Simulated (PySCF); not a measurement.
**Structure elucidation problem**

Molecular formula: C$_{6}$H$_{14}$O. Simulated spectra:

$^{1}$H NMR (300 MHz, computed): δ 3.52 (sept, 2H), 1.12 (d, 12H).

$^{13}$C{$^{1}$H} NMR (computed): δ 71.9, 24.5.

- GIAO PBE0/pcSseg-1 shieldings
- structure optimised with GFN2-xTB
- code: PySCF 2.14
- isolated molecule, one conformer, no relativistic terms, fast rotation and ring inversion assumed for equivalent nuclei

δ = σ(ref) − σ, references computed at the same level: $^{1}$H, $^{13}$C against TMS.

Problem. Which of these isomers gave the spectra?
A. CC(C)OC(C)C
B. COCC(C)(C)C
C. CCCOC(C)C
D. CCOC(C)(C)C
E. CCOCC(C)C

Solution. A. 

1. Rings plus π bonds: 0.
2. 2 carbon signals for 6 carbons: some carbons are equivalent by symmetry or fast rotation.
3. Carbon types of the structure: 2 × CH, 4 × CH3, which accounts for all hydrogens.
4. δC 71.9: sp3 CH bonded to O; the inductive effect lowers its shielding.
5. δC 24.5: methyl carbon; saturated and bonded to C and H only.
6. δH 3.52: hydrogen on an sp3 CH bonded to O; its carbon carries O, an electronegative neighbour.
7. δH 1.12: hydrogen on a methyl carbon.

The others: CCOCC(C)C would give 5 carbon signals, not 2; CCOC(C)(C)C would give 4 carbon signals, not 2; CCCOC(C)C would give 5 carbon signals, not 2; COCC(C)(C)C would give 4 carbon signals, not 2.

Shifts are as computed. Against solution values, carbons near 30 ppm lie about +3 ppm off and those near 130 ppm about +5 ppm. Of 1211 compounds with measured shifts, 218 miss one by over three times the rms of a fit or turn the order of signals round; such compounds aren't used in these exercises. Multiplicities follow the n + 1 count of equivalent neighbours, as no J values were calculated; m marks all less simple cases, F and P coupling included.
